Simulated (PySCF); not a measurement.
CrO: frontier orbitals

MN15 at R = 1.617 Å; Cr def2-TZVPP, O def2-TZVPP; no relativity (PySCF 2.14). State: ⁵Π (quintet), unpaired electrons σ ↑, π ↑, δ ↑↑. Only the outer orbitals are listed, counted within each symmetry.

```csv
spin,orbital,occ.,ε (eV),on Cr (%),main shells (%)
α,7σ,1,-24.37,8,91 O s
α,3π,1,-10.70,53,"52 Cr d, 46 O p"
α,8σ,1,-10.35,40,"55 O p, 39 Cr d"
α,3π,1,-9.58,46,"53 O p, 44 Cr d"
α,1δ,1,-9.12,100,100 Cr d
α,1δ,1,-9.06,100,100 Cr d
α,4π,1,-6.71,57,"44 Cr d, 44 O p, 12 Cr p"
α,9σ,1,-6.51,84,"61 Cr s, 19 Cr d, 15 O p"
α,4π,0,-2.08,73,"47 Cr d, 27 O p, 26 Cr p"
α,10σ,0,-1.40,84,"38 Cr p, 28 Cr d, 18 Cr s"
α,5π,0,0.56,95,"83 Cr p, 12 Cr d"
β,6σ,1,-50.61,98,98 Cr p
β,2π,1,-49.71,100,100 Cr p
β,2π,1,-48.85,100,100 Cr p
β,7σ,1,-24.79,8,92 O s
β,8σ,1,-10.09,19,"78 O p, 16 Cr d"
β,3π,1,-9.97,17,"82 O p, 15 Cr d"
β,3π,1,-9.49,17,"82 O p, 14 Cr d"
β,9σ,0,-0.66,100,"85 Cr s, 15 Cr d"
β,4π,0,0.25,89,"81 Cr d, 11 O p"
β,10σ,0,0.35,90,"50 Cr d, 32 Cr p, 9 O p"
```

Question: Which are the highest filled and the lowest empty level, where do they sit, and how wide is the gap?

Answer: Highest filled α 9σ at -6.51 eV (in %: 61 Cr s, 19 Cr d, 15 O p); lowest empty α 4π at -2.08 eV (in %: 47 Cr d, 27 O p, 26 Cr p); the gap at MN15 is 4.43 eV.

```json
{
  "bond order (Mayer)": "2.18",
  "⟨S²⟩": "6.135",
  "charge on Cr (Mulliken, basis-dependent)": "0.55",
  "charge on Cr (Löwdin, basis-dependent)": "0.19",
  "dipole moment (positive dipole means Cr(−)O(+))": "-4.69 D"
}
```

With d or f electrons several states lie close, and the lowest PBE0 determinant need not be the measured ground state.
